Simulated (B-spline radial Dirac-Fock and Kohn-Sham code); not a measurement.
## Binding energies of Hf⁴⁰⁺ at several levels of theory

System: the Hf⁴⁰⁺ ion, [Ar] 3d10 4s2 4p2.

The density-functional columns are spherical, spin-unpolarised Dirac-Kohn-Sham results without Breit or QED terms: −ε is minus the orbital energy of the initial state and ΔSCF the difference of two total energies. The reference in the last column comes from Dirac-Fock ΔSCF + Breit + QED. All numbers are from a radial B-spline solver, in eV; a selection of levels is shown. For the 1s level of heavy atoms much of the gap between ΔSCF and the reference is the Breit and QED part, -319.1 eV here; for other levels the error of the functional can be larger.

| level | LDA −ε | LDA ΔSCF | Dirac-Fock |
| --- | --- | --- | --- |
| 1s | 66979.5 | 67545.8 | 67239.3 |
| 2s | 12966.3 | 13094.3 | 13151.2 |
| 2p1/2 | 12478.7 | 12635.0 | 12616.7 |
| 2p3/2 | 11284.7 | 11424.2 | 11434.8 |
| 3s | 4288.0 | 4342.2 | 4390.9 |
| 3p1/2 | 4075.0 | 4131.8 | 4158.1 |
| 3p3/2 | 3809.5 | 3863.1 | 3891.4 |
| 3d3/2 | 3454.2 | 3515.0 | 3513.3 |
| 3d5/2 | 3395.5 | 3455.1 | 3455.9 |
| 4s | 2036.0 | 2063.7 | 2057.3 |
| 4p | 1887.7 | 1914.9 | 1909.8 |

Values without a named source are computed, but for edge energies of neutral atoms, which are taken from tables.
